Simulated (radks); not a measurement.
Values are calculated unless marked as measured or tabulated.
Gd3+, configuration [Xe] 4f6 6s1 (not the ground configuration). Level of theory: scalar-relativistic Kohn-Sham, PBE, spin-unpolarised, spherical densities, point nucleus (a radial shooting solver on a logarithmic mesh with Libxc functionals).

Unscreened Slater integrals over Kohn-Sham orbitals (hartree).

integral,value
"F0(6s,6s)",0.29925
"F0(6s,4f)",0.38830
"G3(6s,4f)",0.017097
"F0(6s,5p)",0.36368
"G1(6s,5p)",0.033057
"F0(6s,5s)",0.37039
"G0(6s,5s)",0.019451
"F0(4f,4f)",1.1495
"F2(4f,4f)",0.54869
"F4(4f,4f)",0.34467
"F6(4f,4f)",0.24807
"F0(4f,5p)",0.72854
"F2(4f,5p)",0.25307
"G2(4f,5p)",0.12628
"G4(4f,5p)",0.099290
"F0(4f,5s)",0.80848
"G3(4f,5s)",0.14799
"F0(5p,5p)",0.60732
"F2(5p,5p)",0.32916
"F0(5p,5s)",0.64514
"G1(5p,5s)",0.43448
"F0(5s,5s)",0.69350

Derived for the open shells (J is the average intra-shell exchange parameter used in DFT+U). 4f: F4/F2 = 0.628, F6/F2 = 0.452, J = (286 F2 + 195 F4 + 250 F6)/6435 = 0.04447 hartree.
